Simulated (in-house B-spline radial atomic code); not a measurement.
The numbers below are computed, except where a source is named.
**Making a Troullier-Martins p channel for Fe, r_c = 0.81 bohr**

Fe, [Ar] 3d6 4s2, non-relativistic PBE, spherical and spin-unpolarised, from a B-spline radial code for spherical atoms (atomic units). The all-electron 3p level is ε = -2.191407 hartree, its outermost node lies just inside 0.30 bohr and its outer maximum at 0.71 bohr.

Inside r_c the pseudo-orbital is u(r) = r^2 exp(p(r)), with p = c0 + c2 r² + c4 r⁴ + … + c12 r¹². The seven coefficients follow from p and its first four derivatives at r_c, from zero curvature of the screened potential at the origin, c4 = −c2²/(2l + 5), and from the norm inside r_c. At r_c the all-electron orbital has P = 1.131152, P' = -0.6188817, the screened potential V = -5.906766, V' = 16.38489, V'' = -59.78195, and the norm inside is Q = 0.4916.

Question: What are p, p' and p'' at r_c?

Answer: p = ln(P/r_c^2) = ln(1.131152/0.6561) = 0.54468. p' = P'/P − 2/r_c = -0.54713 − 2.46914 = -3.01626. The radial equation gives p'' = 2(V − ε) − 2(2) p'/r_c − p'² = -7.43072 − (-14.89512) − 9.09783 = -1.63343. Differentiating, p''' = 2V' + 2(2)p'/r_c² − 2(2)p''/r_c − 2p'p'' = 12.593, and p'''' = 2V'' − 4(2)p'/r_c³ + 4(2)p''/r_c² − 2(2)p'''/r_c − 2p''² − 2p'p''' = -85.632.

For a trial c2 the five matching conditions are linear in c0, c6, c8, c10 and c12, and c2 is varied until the norm inside r_c equals Q. The root nearest zero gives:

```
 n         c_n
 0    1.672422
 2   -1.186773
 4  -0.2012044
 6   -5.573513
 8    12.90689
10   -11.23727
12    3.587375
```

Question: Check c4 and p(r_c), and find the screened pseudopotential at the origin.

Answer: −c2²/7 = -0.201204, as listed. The terms c_n r_c^n are 1.67242, -0.77864, -0.08661, -1.57412, 2.39167, -1.36619, 0.28615, which sum to 0.54468. Inverting the radial equation, V_l(r) = ε + 2 p'/r + (p'' + p'²)/2, so V_l(0) = ε + (2l + 3) c2 = -2.191407 + 5 × (-1.18677) = -8.1253 hartree, finite where the all-electron potential diverges.

Orbitals and screened potentials:

| r (bohr) | P | u | V all-electron | V pseudo |
| --- | --- | --- | --- | --- |
| 0.081 | -0.4488 | 0.03467 | -243.1 | -8.131 |
| 0.202 | -0.4836 | 0.2069 | -71.05 | -8.331 |
| 0.324 | 0.1367 | 0.49 | -34.01 | -9.119 |
| 0.446 | 0.7139 | 0.8078 | -19.44 | -10.19 |
| 0.567 | 1.045 | 1.055 | -12.5 | -10.2 |
| 0.688 | 1.159 | 1.159 | -8.44 | -8.315 |
| 0.81 | 1.131 | 1.131 | -5.907 | -5.907 |

Logarithmic derivatives P'/P at R = 1.11 bohr, for energies E around ε:

```csv
E − ε (hartree),all-electron,pseudo
-0.5,-0.425149,-0.425797
-0.25,-0.857605,-0.857807
-0.1,-1.15739,-1.15742
0,-1.37798,-1.37798
0.1,-1.61805,-1.61809
0.25,-2.02148,-2.02184
0.5,-2.84518,-2.84719
```

Question: With P(R) = 0.8286833 and a norm of 0.7892873 inside R, what slope in energy does norm conservation fix?

Answer: d(P'/P)/dE = −2 × (norm inside R)/P(R)² = -2.2987 per hartree·bohr at E = ε, for both atoms, since orbital and norm agree at R. Differences over ±0.1 hartree give -2.3033 (all-electron) and -2.3034 (pseudo), which also hold third-order terms. Half a hartree below ε the two curves differ by -0.0006.
